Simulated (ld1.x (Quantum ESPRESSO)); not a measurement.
selenium, TM: configuration errors across variants

ld1.x (Quantum ESPRESSO) 7.5 input, shortened:

```
&input
   title='Se', zed=34., rel=1, dft='PZ', iswitch=3,
   config='[Ar] 3d10 4s2 4p4'
 /
 &inputp
   pseudotype=2, tm=.true., lloc=-1, rcloc=1.45,
   nlcc=.true., rcore=0.55
 /
3
4S  1  0   2.00   0.00  1.25  1.25  0.0
4P  2  1   4.00   0.00  1.55  1.55  0.0
3D  3  2  10.00   0.00  1.10  1.10  0.0
 &test
   configts(1)='3d10 4s2 4p4'
 /
```

All-electron excitation energies from the reference (eV): (1) 3d10 4s2 4p3 11.009; (2) 3d10 4s2 4p2 31.567; (3) 3d10 4s2 4p1 62.723; (4) 3d10 4s2 4p4.3 -1.637; (5) 3d10 4s1 4p4 22.594; (6) 3d10 4s2 4p3.5 4.387; (7) 3d9 4s2 4p4 64.367; (8) 3d10 4s2 4p4 spin -0.593; (9) 3d10 4s2 4p3 spin 9.371.

Spin tests fill each open shell by Hund’s rule, majority spin first.

3 further variants failed, have other tests or another functional or relativity, and are left out.

A true bound ghost makes a file unfit for plane-wave use even where its test errors are small: the radial tests pick states by their node count and pass the ghost by.

Errors AE − PS in meV (a dash: test not solved or not reliable):

| change | (1) | (2) | (3) | (4) | (5) | (6) | (7) | (8) | (9) | bound ghosts |
| --- | --- | --- | --- | --- | --- | --- | --- | --- | --- | --- |
| base | +2.0 | +15 | +45 | +0.4 | +6.8 | +0.1 | -114 | +6.1 | +18 | none |
| local potential all-electron potential smoothed inside 1.08 bohr (lloc = -1) | +1.2 | +7.0 | +8.6 | +0.5 | +6.7 | 0.0 | -447 | +5.3 | +13 | s |
| wave 3d (bound): rc 1.10 bohr becomes 3d (bound): rc 0.86 bohr | +2.0 | +15 | +45 | +0.4 | +6.7 | +0.1 | -334 | +6.2 | +18 | none |
| wave 4p (bound): rc 1.55 bohr becomes 4p (bound): rc 1.38 bohr | +2.6 | +17 | +48 | +0.5 | +9.2 | +0.3 | -11 | +3.6 | +10 | none |
| local potential all-electron potential smoothed inside 1.40 bohr (lloc = -1) | +2.2 | +16 | +50 | +0.5 | +7.3 | +0.1 | -25 | – | +19 | none |

Task: Give the same row for: core correction a·sin(br)/r model core inside 1.12 bohr.

Result: +2.1, +15, +46, +0.5, +6.9, +0.1, -55, +6.8, +20; bound ghosts: none.
